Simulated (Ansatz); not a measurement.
Mulliken charges of CH$_{3}$Cl$_{3}$HfO, SMILES `C[O][Hf]([Cl])([Cl])[Cl]` from ωB97M-V/def2-TZVPP in Ansatz (PBE0-D4/def2-TZVP geometry).

| atom | x (Å) | y (Å) | z (Å) | charge (e) |
| --- | --- | --- | --- | --- |
| C1 | -1.095 | -0.480 | -1.251 | -0.167 |
| O2 | -0.211 | -0.094 | -0.242 | -0.351 |
| Hf3 | 0.973 | 0.426 | 1.112 | 0.833 |
| Cl4 | 1.992 | -1.494 | 1.983 | -0.232 |
| Cl5 | 2.578 | 1.855 | 0.182 | -0.231 |
| Cl6 | -0.247 | 1.534 | 2.775 | -0.231 |
| H7 | -1.067 | -1.565 | -1.374 | 0.127 |
| H8 | -2.111 | -0.175 | -0.991 | 0.127 |
| H9 | -0.811 | -0.006 | -2.194 | 0.127 |

Question: By hand: the dipole of these point charges (1 e Å = 4.8032 D).

Answer: Σ q r = (-0.440, -0.190, -0.502) e Å, of length 0.694 e Å = 3.33 D.

Question: How does the dipole of the full density compare? (Best estimate.)

Answer: Computed: (-0.424, -0.185, -0.484) e Å, 3.22 D; the point charges give 1.03 times that, at 0° from its direction.

Point charges leave out the atoms' own dipoles, such as those of lone pairs, and Mulliken's split depends on the basis, so the close match here is no proof of good charges.
